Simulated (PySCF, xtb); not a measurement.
C₄H₆BrF, SMILES F/C=C/CCBr. One conformer was computed; it need not be the lowest.

Harmonic wavenumbers (cm⁻¹) from GFN2-xTB in xtb 6.7.1 at its own minimum, in rising order: 78, 113, 121, 209, 278, 331, 540, 692, 706, 777, 965, 972, 998, 1104, 1126, 1129, 1222, 1236, 1246, 1268, 1336, 1445, 1463, 1734, 2938, 2962, 3002, 3004, 3082, 3096.

### Question
What does PySCF with PBE-D3(BJ)/def2-SVP give at its own minimum? (The exact figures need the calculation; the answer reports its results.)

### Answer
84, 119, 126, 217, 280, 344, 559, 708, 725, 798, 912, 928, 953, 1082, 1107, 1161, 1186, 1223, 1243, 1295, 1323, 1402, 1415, 1708, 2964, 3001, 3020, 3091, 3105, 3115. Paired by order, the mean absolute difference is 25 cm⁻¹ and the zero-point energies are 56.0 and 56.0 kcal/mol.
